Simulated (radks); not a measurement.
Values are calculated unless marked as measured or tabulated.
S-, 17 electrons, occupied as [Ne] 3s2 3p5. Level of theory: non-relativistic Kohn-Sham, LDA (Slater exchange, Perdew-Wang correlation), spin-polarised, spherical densities, point nucleus; open shells are filled with parallel spins first; Watson sphere of charge +0.65 and radius 3.36 bohr (a radial shooting solver on a logarithmic mesh with Libxc functionals). Some entries of the table are withheld. Estimate them.

orbital,occ.,eigenvalue (Ry),<1/r> (bohr^-1),r(max) (bohr)
1s up,1,-175.2223,15.51,0.06389
1s down,1,-175.2126,15.51,0.06389
2s up,1,-15.05117,(1),0.3913
2s down,1,-15.04041,(2),0.3913
2p up,3,-11.15405,2.948,0.3261
2p down,3,-11.14068,2.949,0.3262
3s up,1,-0.99669,0.7942,(3)
3s down,1,-0.94187,0.7908,(4)
3p up,3,-0.29130,(5),1.645
3p down,2,-0.24493,(6),1.656

Answer. 
(1) 2s up <1/r> (bohr^-1): 3.034
(2) 2s down <1/r> (bohr^-1): 3.034
(3) 3s up r(max) (bohr): 1.424
(4) 3s down r(max) (bohr): 1.425
(5) 3p up <1/r> (bohr^-1): 0.6194
(6) 3p down <1/r> (bohr^-1): 0.6069
